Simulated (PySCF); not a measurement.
Computed vibrations of [Pm(NH2)4]−

[Pm(NH2)4]− (singlet in the valence; each metal's 4f electrons, 4 of them, lie in its core potential, out of spins and levels). PySCF 2.14.0, RKS PBE0, Pm lcecp-1-SVP with ECP50, N def2-SVP, H def2-SVP; non-relativistic Hamiltonian with scalar-relativistic core potentials where named; density fitting; no spin-orbit coupling. Central differences of gradients.

```xyz
13

Pm    0.0000    0.0000    0.0000
N     1.1648    1.4246    1.4246
H     1.5635    1.1898    2.3355
H     1.5635    2.3355    1.1898
N    -1.1648   -1.4246    1.4246
H    -1.5635   -1.1898    2.3355
H    -1.5635   -2.3355    1.1898
N     1.1648   -1.4246   -1.4246
H     1.5635   -2.3355   -1.1898
H     1.5635   -1.1898   -2.3355
N    -1.1648    1.4246   -1.4246
H    -1.5635    2.3355   -1.1898
H    -1.5635    1.1898   -2.3355
```

Run from Python with OMP_NUM_THREADS=2. Where DIIS fails, smearing, a level shift and second-order steps follow.
It took 94 s on 2 threads of Arm Neoverse V2, with other jobs on the host.

(1) What are the harmonic wavenumbers and infrared intensities?

(2) Is this a minimum?

An lcecp potential fixes the number of 4f electrons, so in runs with it no electron can move into or out of that shell.

Results:

(1) Modes are labelled in D2d; negative numbers are unstable modes, those under 60 cm⁻¹ near the noise; a finer grid moves soft modes by up to 10 cm⁻¹.
| cm⁻¹ | km/mol | symmetry |
| --- | --- | --- |
| -140 | – | a2 |
| 33 | 16.5 | e |
| 33 | 16.5 | e |
| 86 | 0.2 | b2 |
| 86 | 0.0 | b1 |
| 97 | 0.0 | a1 |
| 114 | 1.4 | e |
| 114 | 1.4 | e |
| 205 | 0.0 | b1 |
| 264 | 0.0 | a2 |
| 309 | 40.4 | e |
| 309 | 40.4 | e |
| 335 | 142.6 | e |
| 335 | 142.6 | e |
| 350 | 0.0 | b1 |
| 356 | 0.0 | a1 |
| 357 | 259.2 | b2 |
| 439 | 209.8 | e |
| 439 | 209.8 | e |
| 446 | 176.0 | b2 |
| 468 | 0.0 | a1 |
| 1510 | 21.2 | b2 |
| 1511 | 5.4 | e |
| 1511 | 5.4 | e |
| 1516 | 0.0 | a1 |
| 3504 | 11.5 | b2 |
| 3504 | 13.4 | e |
| 3504 | 13.4 | e |
| 3505 | 0.0 | a1 |
| 3590 | 0.0 | a2 |
| 3591 | 11.5 | e |
| 3591 | 11.5 | e |
| 3591 | 0.0 | b1 |

(2) No: 1 unstable; the lowest moves the atoms so:
```
Pm   0.00  0.00  0.00
N    0.00  0.00  0.00
H    0.31 -0.08 -0.15
H   -0.31  0.15  0.08
N    0.00  0.00  0.00
H    0.31 -0.08  0.15
H   -0.31  0.15 -0.08
N    0.00  0.00  0.00
H   -0.31 -0.15 -0.08
H    0.31  0.08  0.15
N    0.00  0.00  0.00
H   -0.31 -0.15  0.08
H    0.31  0.08 -0.15
```
